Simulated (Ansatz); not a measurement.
Computed with Ansatz on PBE0-D4/def2-TZVP structures; ΔE is electronic, products minus reactants. CBS: MP2 limit from def2 TZ/QZ plus the TZ coupled-cluster correction, frozen cores. DFT in def2-TZVPP. Elements past krypton have def2 core potentials. For Sb outer-core shells are correlated without core-valence functions, which leaves a few kJ/mol of doubt a bond. Each species was taken in one conformer, which may not be the lowest.

`C[CH2][SbH2]` + `N[SiH](N)O` → `N[SiH](O)[SbH2]` + `CCN`  (formal exchange of groups at the Sb–C bond)

`C[CH2][SbH2]`:

Z-matrix (Å, degrees):
```
C
C 1 1.516
H 1 1.092 2 111.4
H 1 1.095 2 111.2 3 120.1
H 1 1.092 2 111.4 3 -119.8
Sb 2 2.169 1 115.3 3 59.9
H 2 1.093 1 111.5 3 -179.6
H 2 1.093 1 111.5 3 -60.6
H 6 1.712 2 93.6 1 -45.6
H 6 1.712 2 93.6 1 45.8
```

`N[SiH](N)O`:

```xyz
10

N     0.196    0.139    1.437
Si    0.356    0.229   -0.266
N    -0.287   -1.243   -0.839
O    -0.342    1.649   -0.729
H     0.376    0.953    2.001
H     0.464   -0.705    1.918
H     1.712    0.341   -0.854
H    -1.161   -1.607   -0.495
H    -0.087   -1.567   -1.771
H    -1.228    1.812   -0.403
```

`N[SiH](O)[SbH2]`:

Z-matrix (Å, degrees):
```
Si
O 1 1.650
Sb 1 2.576 2 101.3
N 1 1.715 2 110.6 3 -126.3
H 1 1.491 2 112.5 3 117.8
H 2 0.960 1 115.5 3 169.3
H 3 1.711 1 90.3 2 -171.8
H 3 1.711 1 89.9 2 -80.7
H 4 1.008 1 118.8 2 -142.2
H 4 1.008 1 120.9 2 73.9
```

`CCN`:

Z-matrix (Å, degrees):
```
C
C 1 1.521
H 1 1.094 2 110.9
H 1 1.094 2 111.5 3 120.1
H 1 1.094 2 110.9 3 -119.7
N 2 1.454 1 115.8 3 59.8
H 2 1.095 1 109.6 3 -178.0
H 2 1.095 1 109.6 3 -62.3
H 6 1.013 2 110.3 1 -58.7
H 6 1.013 2 110.3 1 58.7
```

```json
{"species": "`C[CH2][SbH2]`", "revPBE energy (Eh)": "-320.70982"}
{"species": "`N[SiH](N)O`", "revPBE energy (Eh)": "-477.91969"}
{"species": "`N[SiH](O)[SbH2]`", "revPBE energy (Eh)": "-663.41771"}
{"species": "`CCN`", "revPBE energy (Eh)": "-135.18453"}
```

(1) Work out ΔE.

Largest T1 diagnostic among the species: 0.013.

Results:

(1) ΔE = (-663.41771) + (-135.18453) − (-320.70982) − (-477.91969) = 0.02727 Eh = +17.1 kcal/mol. CCSD(T)/CBS gives +22.6 kcal/mol.

From BLYP to BHLYP (50 % exact exchange), in def2-TZVPP and without D4, ΔE moves by +2.2 kcal/mol. Leaving LDA and LC-ωPBE aside and taking each functional with its dispersion term where it has one, the values, not all of them listed here, spread over 4.4 kcal/mol, from PBE-D4 to B97M-V. LDA lies +0.8 kcal/mol from PBE without D4.
